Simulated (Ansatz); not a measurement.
C20H13F6NO4S4⁻, that is S-phenylthianthrenium bistriflimide with one electron more. The state is a doublet with charge -1. Geometry PBE-D4/def2-SVP; atoms count from 1.

```xyz
48

O     0.875    2.904   -0.436
S     2.248    2.356   -0.370
O     3.332    3.144    0.259
N     2.115    0.815    0.164
S     3.412   -0.152    0.314
O     4.498    0.079   -0.668
O     2.921   -1.528    0.556
C     4.206    0.321    1.981
F     3.274    0.622    2.910
F     5.028    1.368    1.850
F     4.921   -0.729    2.434
C     2.760    2.228   -2.212
F     2.125    3.205   -2.892
F     4.078    2.400   -2.364
F     2.405    1.048   -2.742
C    -0.065   -3.010    3.220
C    -0.992   -3.181    2.175
C    -1.257   -2.150    1.267
C    -0.578   -0.904    1.431
S    -0.825    0.423    0.341
C    -2.661    0.606    0.225
C    -3.440    0.338    1.360
C    -4.763    0.794    1.435
C    -5.288    1.588    0.386
C    -4.512    1.868   -0.740
C    -3.196    1.356   -0.852
S    -2.295    1.730   -2.331
C    -1.095    0.434   -2.465
C    -0.633    0.103   -3.760
C     0.309   -0.914   -3.931
C     0.819   -1.609   -2.815
C     0.403   -1.260   -1.525
C    -0.563   -0.258   -1.357
C     0.373   -0.728    2.470
C     0.622   -1.774    3.352
H     0.142   -3.837    3.916
H    -1.511   -4.147    2.057
H    -1.967   -2.285    0.439
H    -2.982   -0.213    2.197
H    -5.381    0.548    2.311
H    -6.314    1.983    0.450
H    -4.923    2.472   -1.565
H    -1.040    0.645   -4.628
H     0.660   -1.161   -4.945
H     1.575   -2.398   -2.944
H     0.875   -1.714   -0.640
H     0.927    0.218    2.538
H     1.379   -1.640    4.140
```

Single mean-field runs in def2-SVP are fitted with def2-universal-jkfit.

**Question.** Estimate the Mulliken populations of the heavy atoms from the PBE0/def2-SVP orbitals of Ansatz.

**Answer.** 
```csv
atom,charge (e),spin (α − β)
O1,-0.49,0.00
S2,0.81,0.00
O3,-0.48,0.00
N4,-0.58,0.00
S5,0.81,0.00
O6,-0.48,0.00
O7,-0.48,0.00
C8,0.53,0.00
F9,-0.18,0.00
F10,-0.16,0.00
F11,-0.19,0.00
C12,0.53,0.00
F13,-0.19,0.00
F14,-0.17,0.00
F15,-0.16,0.00
C16,-0.04,0.25
C17,-0.03,-0.13
C18,-0.01,0.24
C19,-0.24,0.04
S20,0.30,0.18
C21,-0.09,0.11
C22,-0.01,-0.03
C23,-0.05,0.06
C24,-0.03,0.03
C25,-0.01,-0.01
C26,-0.07,0.07
S27,0.09,-0.01
C28,-0.06,0.02
C29,-0.02,0.01
C30,-0.01,0.01
C31,-0.03,0.04
C32,0.00,-0.02
C33,-0.09,0.12
C34,0.07,0.09
C35,-0.04,-0.04
```
Mulliken values depend strongly on the basis.

**Question.** Where does the spin sit?

**Answer.** Summed by element: O 0.00, S 0.17, N 0.00, C 0.85, F 0.00, H -0.02, of 1 unpaired in all. Largest on single atoms: C16 0.25, C18 0.24, S20 0.18.

**Question.** And the Mayer bond orders between heavy atoms (over 0.3)?

**Answer.** O1–S2 1.65 (1.48 Å); S2–O3 1.65 (1.48 Å); S2–N4 1.08 (1.64 Å); S2–C12 0.71 (1.92 Å); N4–S5 1.11 (1.62 Å); S5–O6 1.64 (1.48 Å); S5–O7 1.62 (1.48 Å); S5–C8 0.71 (1.91 Å); C8–F9 1.07 (1.35 Å); C8–F10 1.12 (1.34 Å); C8–F11 1.09 (1.35 Å); C12–F13 1.09 (1.35 Å); C12–F14 1.11 (1.34 Å); C12–F15 1.10 (1.34 Å); C16–C17 1.38 (1.41 Å); C16–C35 1.28 (1.42 Å); C17–C18 1.43 (1.40 Å); C18–C19 1.22 (1.43 Å); C19–S20 1.13 (1.74 Å); C19–C34 1.28 (1.42 Å); S20–C21 0.79 (1.85 Å); S20–C33 0.78 (1.85 Å); C21–C22 1.44 (1.40 Å); C21–C26 1.37 (1.42 Å); C22–C23 1.42 (1.40 Å); C23–C24 1.32 (1.42 Å); C24–C25 1.46 (1.40 Å); C25–C26 1.37 (1.42 Å); C26–S27 1.03 (1.77 Å); S27–C28 1.02 (1.77 Å); C28–C29 1.38 (1.41 Å); C28–C33 1.39 (1.41 Å); C29–C30 1.44 (1.40 Å); C30–C31 1.34 (1.41 Å); C31–C32 1.42 (1.40 Å); C32–C33 1.44 (1.40 Å); C34–C35 1.51 (1.39 Å).
